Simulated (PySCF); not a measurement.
C2H7OSi, SMILES C[Si](C)O, multiplicity 2. The structure is a stationary point at PBE-D3(BJ)/def2-SVP. The isomer is the one that the SMILES or the coordinates give; other isomers of the formula were not compared. Other conformers were not sampled.

Computed equilibrium geometry at PBE-D3(BJ)/def2-SVP (PySCF confirms it by a frequency run) as Cartesian coordinates in Å (one conformer of several):
```xyz
11

C      1.5321    -0.8677    -0.0612
Si    -0.0034     0.1224     0.4141
C     -1.5732    -0.8321    -0.0767
O      0.1296     1.5780    -0.4539
H      2.4611    -0.3238     0.2007
H      1.5427    -1.8470     0.4584
H      1.5378    -1.0532    -1.1575
H     -1.5625    -1.0478    -1.1679
H     -2.5000    -0.2694     0.1556
H     -1.6197    -1.7974     0.4682
H     -0.6025     2.1997    -0.2956
```
Charge 0, spin multiplicity 2.
